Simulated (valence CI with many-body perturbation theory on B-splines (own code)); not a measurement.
**E1 line list for Hf40+**

Computed by valence CI with perturbative core correlation (CI+MBPT): four valence electrons over a frozen Dirac-Fock core [Ar] 3d10, radial functions for each j: 11 s, 11 p, 9 d, 7 f, 5 g, 2 h, 1 i, with the one-electron correlation potential Σ1, the two-electron term Σ2, the three-electron term Σ3, Breit, model QED; selected CI, second order for the rest (own B-spline code, finite nucleus).

The last digits are not significant, and no measured levels were compared; by estimate large intervals hold to a few tenths of a per cent, small ones and those within an open d or f shell to about a per cent.

Lines 1 to 50 of 237 in falling wavelength, among levels below 3659.2 × 10³ cm⁻¹, chosen from the strongest by gf and those to the six lowest levels. Wavelengths and rates use the calculated energies. Electric multipoles are in the length gauge, E1 and E2 with the static RPA response of the core. Weak lines are less certain than strong ones. Lines between different terms over intervals too small for the method are left out, as are lines whose strength nearly cancels. The highest levels of a list are the least certain.

Levels are named by their leading jj configuration (3d3/2^4 stands for four electrons in 3d with j = 3/2), which in mixed levels can hold well under half, so a name can repeat and another be missing. Letters in brackets count levels of one name in rising energy.

```csv
λ vac (Å),Upper,Lower,A (s⁻¹),S (a.u.)
2349,(4s 4p1/2^2 4p3/2) J=2,(4s^2 4p3/2^2) J=2,2.64e+04,8.46e-04
1189,(4s 4p1/2^2 4p3/2) J=1,(4s^2 4p3/2^2) J=0,1.60e+05,3.99e-04
640.4,(4s 4p1/2^2 4p3/2) J=1,(4s^2 4p3/2^2) J=2,4.17e+06,1.62e-03
205.6,(4s^2 4p1/2 4d3/2) J=2,(4s^2 4p3/2^2) J=2,4.00e+07,8.59e-04
180.8,(4s^2 4p1/2 4d3/2) J=1,(4s^2 4p3/2^2) J=0,2.64e+07,2.31e-04
172.6,(4s 4p1/2 4p3/2 4d3/2) J=3 [a],(4s^2 4p3/2 4d3/2) J=2,2.60e+09,4.62e-02
171.4,(4s^2 4p1/2 4f7/2) J=4,(4s^2 4p3/2 4d5/2) J=3,1.40e+09,3.14e-02
163.9,(4s 4p1/2 4p3/2^2) J=2 [a],(4s^2 4p3/2^2) J=2,1.34e+09,1.46e-02
163.8,(4s 4p1/2 4p3/2 4d3/2) J=4,(4s^2 4p3/2 4d3/2) J=3,6.27e+09,1.22e-01
160.0,(4s^2 4p1/2 4d3/2) J=1,(4s^2 4p3/2^2) J=2,4.49e+08,2.72e-03
159.9,(4s 4p1/2 4p3/2 4d5/2) J=4 [a],(4s^2 4p3/2 4d5/2) J=4,2.40e+09,4.36e-02
158.9,(4s 4p1/2^2 4d3/2) J=2,(4s^2 4p1/2 4d3/2) J=1,6.59e+09,6.51e-02
153.4,(4s 4p1/2 4p3/2 4d3/2) J=3 [b],(4s^2 4p3/2 4d3/2) J=3,2.41e+09,3.01e-02
152.9,(4s 4p1/2^2 4d5/2) J=3,(4s 4p1/2 4p3/2^2) J=3,3.06e+09,3.78e-02
151.5,(4s^2 4p1/2 4d5/2) J=3,(4s^2 4p3/2^2) J=2,3.82e+09,4.59e-02
149.9,(4s 4p1/2 4p3/2 4d5/2) J=4 [b],(4s^2 4p3/2 4d5/2) J=3,2.36e+09,3.52e-02
148.9,(4s 4p1/2 4p3/2 4d3/2) J=3 [b],(4s^2 4p3/2 4d3/2) J=2,2.21e+09,2.52e-02
148.8,(4s 4p1/2^2 4d5/2) J=3,(4s^2 4p1/2 4d5/2) J=2,6.49e+09,7.39e-02
147.5,(4s 4p1/2 4p3/2 4d3/2) J=2 [b],(4s^2 4p3/2 4d3/2) J=1,3.18e+09,2.51e-02
145.7,(4s 4p1/2 4p3/2 4d3/2) J=2 [b],(4s^2 4p3/2 4d3/2) J=2,5.33e+09,4.07e-02
145.0,(4s 4p1/2 4p3/2 4d3/2) J=3 [c],(4s^2 4p3/2 4d3/2) J=3,3.89e+09,4.10e-02
143.0,(4s 4p1/2 4p3/2 4d5/2) J=5,(4s^2 4p3/2 4d5/2) J=4,1.23e+10,1.96e-01
142.6,(4s 4p1/2^2 4p3/2) J=2,(4s^2 4p1/2 4p3/2) J=2,8.70e+09,6.23e-02
141.0,(4s 4p1/2 4p3/2 4d3/2) J=3 [c],(4s^2 4p3/2 4d3/2) J=2,2.86e+09,2.77e-02
139.8,(4s 4p1/2 4p3/2 4d3/2) J=1 [b],(4s^2 4p3/2 4d3/2) J=0,7.01e+09,2.84e-02
139.2,(4s 4p1/2 4p3/2 4d3/2) J=2 [c],(4s^2 4p3/2 4d3/2) J=1,3.78e+09,2.52e-02
137.6,(4s 4p1/2 4p3/2 4d3/2) J=2 [c],(4s^2 4p3/2 4d3/2) J=2,4.88e+09,3.14e-02
136.2,(4s 4p1/2^2 4p3/2) J=2,(4s^2 4p1/2 4p3/2) J=1,1.11e+10,6.95e-02
135.5,(4p1/2 4p3/2^3) J=2,(4s 4p3/2^3) J=1,9.22e+09,5.66e-02
135.2,(4s 4p1/2 4p3/2 4d5/2) J=4 [c],(4s^2 4p3/2 4d5/2) J=3,8.01e+09,8.80e-02
134.9,(4s 4p1/2 4p3/2 4d3/2) J=1 [c],(4s^2 4p3/2 4d3/2) J=1,1.10e+10,4.00e-02
134.5,(4s 4p1/2 4p3/2 4d5/2) J=1 [a],(4s^2 4p3/2 4d5/2) J=2,9.55e+09,3.44e-02
134.3,(4s 4p1/2^2 4d3/2) J=1,(4s^2 4p1/2 4d3/2) J=2,1.99e+10,7.13e-02
133.9,(4s^2 4p1/2 4d5/2) J=2,(4s^2 4p3/2^2) J=2,2.81e+07,1.66e-04
133.8,(4p1/2^2 4p3/2^2) J=2,(4s 4p1/2 4p3/2^2) J=1 [b],7.19e+09,4.25e-02
133.2,(4s 4p1/2 4p3/2^2) J=1 [a],(4s^2 4p3/2^2) J=0,9.66e+09,3.38e-02
131.8,(4p1/2^2 4p3/2^2) J=2,(4s 4p1/2 4p3/2^2) J=2 [b],1.26e+10,7.14e-02
131.8,(4s 4p1/2^2 4d5/2) J=3,(4s^2 4p1/2 4d5/2) J=3,6.68e+09,5.28e-02
131.7,(4s 4p1/2 4p3/2 4d5/2) J=1 [c],(4s^2 4p3/2 4d5/2) J=1,1.05e+10,3.56e-02
130.7,(4s 4p1/2 4p3/2^2) J=3,(4s^2 4p3/2^2) J=2,8.55e+09,6.60e-02
130.3,(4s 4p1/2 4p3/2 4d5/2) J=2 [c],(4s^2 4p3/2 4d5/2) J=1,1.34e+10,7.30e-02
130.1,(4s 4p1/2^2 4d3/2) J=2,(4s^2 4p1/2 4d3/2) J=2,1.42e+10,7.70e-02
129.6,(4s 4p1/2 4p3/2 4d5/2) J=3 [a],(4s^2 4p3/2 4d5/2) J=2,9.47e+09,7.12e-02
129.0,(4p1/2^2 4p3/2^2) J=0,(4s 4p1/2 4p3/2^2) J=1 [b],2.45e+10,2.59e-02
127.3,(4s 4p1/2 4p3/2^2) J=1 [b],(4s^2 4p3/2^2) J=0,5.54e+09,1.69e-02
126.1,(4s 4p1/2 4p3/2 4d5/2) J=2 [b],(4s^2 4p3/2 4d5/2) J=2,1.67e+10,8.27e-02
125.7,(4s 4p1/2 4p3/2 4d5/2) J=3 [d],(4s^2 4p3/2 4d5/2) J=3,1.35e+10,9.29e-02
125.5,(4s 4p1/2^2 4d5/2) J=2,(4s^2 4p1/2 4d5/2) J=3,2.82e+10,1.37e-01
124.1,(4s 4p1/2 4p3/2 4d5/2) J=3 [b],(4s^2 4p3/2 4d5/2) J=4,9.71e+09,6.42e-02
123.6,(4s 4p1/2^2 4d5/2) J=3,(4s 4p1/2 4p3/2^2) J=2 [a],6.39e+09,4.17e-02
```
